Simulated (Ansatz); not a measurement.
`COC(=O)[SiH3]` → `OC(O)=C[SiH3]`  (isomerisation)

Calculated with Ansatz (gas phase, PBE0-D4/def2-TZVP geometries, no zero-point term in ΔE). CBS: MP2 limit from def2 TZ/QZ plus the TZ coupled-cluster correction, frozen cores. Functionals use def2-TZVPP. B3LYP here is the variant with VWN-RPA as its local correlation; programs differ in this. HSE06 is defined as in plane-wave codes. One conformer a species, not always the lowest.

| level | ΔE (kcal/mol) | difference from CCSD(T)/CBS |
| --- | --- | --- |
| LDA (SPW92) | -0.3 | -2.8 |
| revPBE-D4 | 4.9 | 2.4 |
| BLYP-D4 | 6.7 | 4.2 |
| r2SCAN-D4 | 2.8 | 0.3 |
| B97M-V | 1.8 | -0.7 |
| B3LYP-D4 | 4.4 | 1.9 |
| r2SCANh-D4 | 1.9 | -0.6 |
| r2SCAN0-D4 | 0.8 | -1.7 |
| HSE06-D4 | 1.5 | -1.0 |
| BHLYP-D4 | 2.7 | 0.2 |
| CAM-B3LYP-D4 | 3.9 | 1.4 |
| ωB97X-V | 4.4 | 1.9 |
| ωB97M-V | 2.3 | -0.2 |
| B2PLYP | 4.7 | 2.2 |
| PBE-QIDH | 1.3 | -1.2 |
| PBE | 4.2 | 1.7 |
| BLYP | 7.3 | 4.8 |
| r2SCAN | 2.8 | 0.3 |
| B3LYP | 4.8 | 2.3 |
| r2SCANh | 2.0 | -0.5 |
| r2SCAN0 | 0.9 | -1.6 |
| HSE06 | 1.7 | -0.8 |
| BHLYP | 3.0 | 0.5 |
| CAM-B3LYP | 4.1 | 1.6 |
| LC-ωPBE | 3.0 | 0.5 |
| RPA@PBE/def2-TZVPP | 6.1 | 3.6 |
| HF/def2-SVP | 5.0 | 2.5 |
| MP2/def2-SVP | 5.6 | 3.1 |
| CCSD/def2-SVP | 6.3 | 3.8 |
| CCSD(T)/def2-SVP | 7.2 | 4.7 |
| HF/def2-TZVPP | 4.1 | 1.6 |
| MP2/def2-TZVPP | 2.3 | -0.2 |
| SCS-MP2/def2-TZVPP | 4.2 | 1.7 |
| CCSD/def2-TZVPP | 3.0 | 0.5 |
| HF/def2-QZVPP | 4.1 | 1.6 |
| MP2/def2-QZVPP | 1.7 | -0.8 |
| SCS-MP2/def2-QZVPP | 3.6 | 1.1 |
| HF/CBS(def2) | 4.1 | 1.6 |
| MP2/CBS(def2) | 1.3 | -1.2 |
| CCSD/CBS(def2) | 1.9 | -0.6 |
| CCSD(T)/CBS | 2.5 | 0 |

Problem. What do rigid-rotor, harmonic-oscillator terms from PBE0-D4/def2-TZVP frequencies (298.15 K, 1 bar) make of the CCSD(T)/CBS value? (An estimate is asked.)

Solution. The calculation gave: ΔZPE = +0.1 kcal/mol, ΔH = +2.5 kcal/mol, ΔS = -7 J/(mol·K), ΔG = +3.0 kcal/mol. Modes under 50 cm⁻¹ make the entropy rough.

Largest T1 diagnostic among the species: 0.016.

From PBE to PBE0 (25 % exact exchange), in def2-TZVPP and without D4, ΔE moves by −2.4 kcal/mol. Leaving LDA and LC-ωPBE aside and taking each functional with its dispersion term where it has one, the values spread over 5.9 kcal/mol, from r2SCAN0-D4 to BLYP-D4. LDA lies −4.5 kcal/mol from PBE without D4.

CCSD(T)/CBS has its own doubt, a few kJ/mol and more with outer-core shells, so smaller differences from it don't rank the levels.
